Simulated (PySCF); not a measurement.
## Dipole moment and polarisability across levels of theory

Compound: C3H8S2Si.
SMILES: `CS/C=C\S[SiH3]`

PySCF, dipoles from the SCF density, polarisabilities from static response with core orbitals frozen. Geometry: PBE0-D3(BJ)/def2-SVP, one conformer, isolated molecule.

The anisotropy is √(½[(α1 − α2)² + (α2 − α3)² + (α3 − α1)²]).

| level | μ (D) | α (Å³) | anisotropy (Å³) |
| --- | --- | --- | --- |
| LDA/def2-SVPD | 2.626 | 17.10 | 7.23 |
| PBE/def2-SVPD | 2.594 | 16.84 | 7.13 |
| B3LYP/def2-SVPD | 2.585 | 16.33 | 6.75 |
| PBE0/def2-SVPD | 2.685 | 16.19 | 6.68 |
| BHandHLYP/def2-SVPD | 2.675 | 15.74 | 6.38 |
| CAM-B3LYP/def2-SVPD | 2.641 | 15.99 | 6.45 |
| wB97X-D/def2-SVPD | 2.714 | 15.93 | 6.37 |
| LC-wPBE/def2-SVPD | 2.775 | 15.52 | 6.17 |
| HF/def2-SVPD | 2.840 | 15.20 | 6.08 |
| PBE0/6-31G* | 2.863 | 13.20 | 6.89 |
| PBE0/6-31+G* | 2.797 | 14.93 | 6.55 |
| PBE0/def2-SVP | 2.732 | 13.49 | 6.90 |
| PBE0/aug-cc-pVDZ | 2.650 | 16.44 | 6.70 |
| PBE0/def2-TZVP | 2.612 | 15.40 | 7.07 |

The dipole runs from 2.58 D (B3LYP/def2-SVPD) to 2.86 D (PBE0/6-31G*). No reference polarisability is at hand; against PBE0 in the largest diffuse basis at hand (aug-cc-pVDZ) the other PBE0 rows deviate by 6-31G* -20%, 6-31+G* -9%, def2-SVP -18%, def2-SVPD -2%, def2-TZVP -6%. In one basis (def2-SVPD) the functionals order the polarisability from HF (lowest) to LDA (highest), a spread of 13%. With PBE0 the polarisability is 14.03 Å³ without diffuse functions (mean of 6-31G*, def2-SVP and def2-TZVP) and 15.85 Å³ with them (mean of 6-31+G*, def2-SVPD and aug-cc-pVDZ).
